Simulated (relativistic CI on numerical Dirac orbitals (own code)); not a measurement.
Calculated at this level of theory: Dirac-Coulomb-Breit CI, KLI orbitals optimised for each configuration, a model potential for QED, unscaled Slater integrals (own radial code, finite nucleus).

The strongest absorption lines from the ground level of an ion, among the configurations computed and to levels below about 259 eV (vacuum wavelength in nm, gf): 5.9835 (5.7e-07), 8.7472 (0.14), 8.8860 (0.029), 10.500 (6.4e-05), 11.101 (1.1e-06), 11.353 (0.00013), 33.669 (1.5), 48.909 (0.022).

Problem. Which ion is it?
A. Mo12+
B. Sr8+
C. Zr10+
D. Pd16+

Solution. A. Mo12+ has 30 electrons and the ground level 4s2 1S_0; the strongest line goes to 4s.4p 1P°_1. The pattern of lines fixes the number of electrons, and along that sequence the line energies rise steadily with the charge (about as its square where n changes within one kind of shell, about linearly where n is kept but much faster in heavy ions where fine structure, which grows about as Z⁴, sets the gap, and irregularly where shells cross), which fixes Z. Configurations outside the model, such as inner-shell arrays, can give stronger lines. At this charge energies of transitions that change n are usually good to better than 1 %, and those within a shell (Δn = 0) to a few per cent.

LS names give the leading component of a level, which can be under half, so a name can repeat, a term be missing and a line seem to break the LS rules.
